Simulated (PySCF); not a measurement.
PBE0-D3(BJ)/def2-TZVP geometry optimisation, gas phase with PySCF 2.14 and geomeTRIC: Co(SH)3, charge 0, multiplicity 5. Start (model start, shaken):

```
7

Co    0.0000    0.0045   -0.0041
S     2.1566   -0.0068   -0.0149
H     2.4209    1.3401   -0.0074
S    -1.0943    1.8866    0.0053
H    -2.3516    1.4218   -0.0004
S    -1.0746   -1.8994   -0.0069
H    -0.0954   -2.7751   -0.0276
```

| step | E − E(start) / kcal mol⁻¹ | largest force / Eh bohr⁻¹ |
| --- | --- | --- |
| 0 | 0.00 | 0.01496 |
| 1 | -1.14 | 0.00263 |
| 2 | -1.40 | 0.00248 |
| 3 | -1.46 | 0.00139 |
| 4 | -1.46 | 0.00032 |

The optimisation met its thresholds. End point:

```
7

Co   -0.0125   -0.0103    0.0007
S     2.1546   -0.0501   -0.0131
H     2.2774    1.2905   -0.0138
S    -1.0397    1.8979    0.0184
H    -2.2695    1.3506   -0.0088
S    -1.1267   -1.8690   -0.0030
H    -0.0218   -2.6380   -0.0363
```

Metal–donor distances, start → end: S2 2.157 → 2.168 Å, S4 2.177 → 2.167 Å, S6 2.186 → 2.167 Å.

No frequencies were computed, so the end point may be a saddle point.

The job took 2.2 min on one thread of Arm Neoverse V1 (shared host), with 174 basis functions and a peak of 0.72 GiB, launched as `OMP_NUM_THREADS=1 python lf_run.py task.json out`.
